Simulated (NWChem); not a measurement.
System: BeH2Se2; SMILES [SeH][Be][SeH]

```xyz
5

Be     0.0283    -0.0003    -0.0001
Se     0.0549    -2.0266    -0.1333
H     -0.9785    -2.1289     0.9131
Se     0.0566     2.0261     0.1325
H     -0.9949     2.1279    -0.8956
```
Atoms are numbered in this order, from 1.

All runs: NWChem. All runs use the structure optimised with PBE0/def2-SVP. GIAO values for the isolated, static molecule; σ is the absolute isotropic shielding, δ = σ(reference) − σ with the isolated reference molecule computed at the same levels (1H: tetramethylsilane). Spin-orbit effects, on the heavy nuclei and on their neighbours, are missing.

Task: Predict the results for BHandHLYP/pcSseg-1. Quantities: σ Be1 (ppm); σ Se2 (ppm); δ H3 (ppm).

Result: The σ Be1 (ppm) is 78.5 and the σ Se2 (ppm) is 2176.4. The δ H3 (ppm) is 0.69.
